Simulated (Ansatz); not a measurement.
Gas-phase electronic energies from Ansatz, PBE0-D4/def2-TZVP geometries. CBS: MP2 limit from def2 TZ/QZ plus the TZ coupled-cluster correction, frozen cores. Elements past krypton have def2 core potentials. For Cd outer-core shells are correlated without core-valence functions, which leaves a few kJ/mol of doubt a bond. One conformer a species, not always the lowest.

Reaction (redistribution): `C[O][Cd][F]` + `CC[SiH2]P` → `C[CH2][Cd][F]` + `CO[SiH2]P`

`C[O][Cd][F]`:

```xyz
7

C    -0.977    0.296    0.461
O     0.096    0.803   -0.287
Cd    1.609   -0.318   -0.808
F     3.158   -1.310   -1.388
H    -1.518   -0.513   -0.050
H    -0.678   -0.073    1.452
H    -1.690    1.114    0.620
```

`CC[SiH2]P`:

```xyz
13

C    -0.388   -0.521   -1.583
C    -1.030    0.348   -0.505
Si    0.140    0.816    0.887
P     0.888   -1.059    1.903
H    -1.090   -0.743   -2.389
H    -0.047   -1.477   -1.176
H     0.480   -0.028   -2.029
H    -1.893   -0.163   -0.065
H    -1.415    1.276   -0.941
H     1.258    1.645    0.353
H    -0.575    1.610    1.925
H     1.817   -0.359    2.718
H     1.854   -1.345    0.901
```

`C[CH2][Cd][F]`:

Cartesian coordinates in Å:
```
C 0.705 -0.515 0.816
C 0.017 0.653 0.123
Cd -1.196 0.121 -1.502
F -2.326 -0.370 -3.014
H -0.012 -1.231 1.224
H 1.365 -1.064 0.142
H 1.319 -0.163 1.652
H -0.623 1.201 0.819
H 0.749 1.368 -0.261
```

`CO[SiH2]P`:

```xyz
11

C     1.647   -0.549   -0.736
O     0.388   -1.089   -0.404
Si   -0.958   -0.168   -0.211
P    -0.683    1.298    1.483
H     1.993    0.164    0.021
H     2.364   -1.369   -0.794
H     1.620   -0.040   -1.706
H    -2.065   -1.129    0.001
H    -1.216    0.656   -1.428
H    -1.107    0.386    2.485
H    -1.983    1.839    1.288
```

| species | CCSD(T)/CBS(def2) energy (Eh) |
| --- | --- |
| `C[O][Cd][F]` | -382.53226 |
| `CC[SiH2]P` | -711.54406 |
| `C[CH2][Cd][F]` | -346.63236 |
| `CO[SiH2]P` | -747.47858 |

Problem. Work out ΔE.

Solution. ΔE = (-346.63236) + (-747.47858) − (-382.53226) − (-711.54406) = -0.03462 Eh = -21.7 kcal/mol.

Largest T1 diagnostic among the species: 0.018.

From PBE to PBE0 (25 % exact exchange), in def2-TZVPP and without D4, ΔE moves by −0.9 kcal/mol.
